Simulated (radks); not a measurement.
Values are calculated unless marked as measured or tabulated.
Polarisability of neutral caesium, [Xe] 6s1, at imaginary frequency. Level of theory: scalar-relativistic Kohn-Sham, LDA (Slater exchange, Perdew-Wang correlation), spin-polarised, spherical densities, finite nucleus; open shells are filled with parallel spins first (spin-orbit coupling, left out, can overturn this in heavy ions); Fermi nuclear charge, rms radius 4.8041 fm (a radial shooting solver on a logarithmic mesh with Libxc functionals). Response by self-consistent Sternheimer equations with the Hartree and adiabatic LDA kernel, the relativistic mass of each level held fixed and spin-orbit coupling left out.

w (hartree),alpha1(iw) (bohr^3),alpha2(iw) (bohr^5)
0.00266,354.3,11840
0.0143,334.2,11280
0.0360,255.2,9008
0.0697,148.6,5630
0.118,77.94,3052
0.186,43.41,1591
0.280,26.92,833.4
0.413,17.93,444.3
0.605,11.99,239.5
0.892,7.593,127.2
1.35,4.405,63.80
2.12,2.316,28.75
3.59,1.074,10.92
6.94,0.3873,3.153
17.5,0.08311,0.5294

Static values: alpha1 = 355.1 bohr^3 (52.62 angstrom^3; uncoupled 424.6), alpha2 = 11860 bohr^5, alpha3 = 384300 bohr^7. C6 = 5802, C8 = 1011000, triple-dipole C9 = 1475000 atomic units. One-pole (London) frequency 4 C6 / (3 alpha1^2) = 0.061 hartree, against 0.088 for minus the highest occupied eigenvalue. Recommended static value: 400.9 bohr^3 (Schwerdtfeger and Nagle, 2023 table).
